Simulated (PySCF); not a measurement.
# Ru (ruthenium, neutral) across methods

[Kr] 4d7 5p1, one real determinant (an excited configuration). Calculation: PySCF 2.14, in x2c-TZVPPall; the spin-free X2C one-electron Hamiltonian (Gaussian nucleus). The B2PLYP total includes its PT2 part (frozen core); its orbital energies are those of the SCF part.

```tsv
method	E (hartree)	mean ε 4d α (eV)	mean ε 4d β (eV)	mean ε 5p α (eV)	Σ⟨r²⟩ (bohr²)	⟨S²⟩
LDA	-4525.14	-7.515	-5.834	-2.145	63.13	6.003
PBE	-4529.79	-7.383	-5.757	-2.066	63.65	6.006
B2PLYP	-4529.64	-10.447	-8.600	-2.735	64.60	6.010
UHF	-4527.87937	-13.145	-10.842	-3.376	65.74	6.014
PBE0	-4529.87	-8.984	-7.216	-2.492	63.87	6.006
BP86	-4530.74	-7.490	-5.958	-2.197	63.51	6.006
r2SCAN	-4530.20	-7.691	-5.943	-2.156	63.50	6.031
PBEsol	-4527.40	-7.387	-5.699	-2.072	63.42	6.004
LC-wPBE	-4529.77	-11.722	-10.025	-3.921	63.72	6.013
```

⟨L²⟩ = 13.73 against 20 for a pure G term, so this real determinant mixes terms.
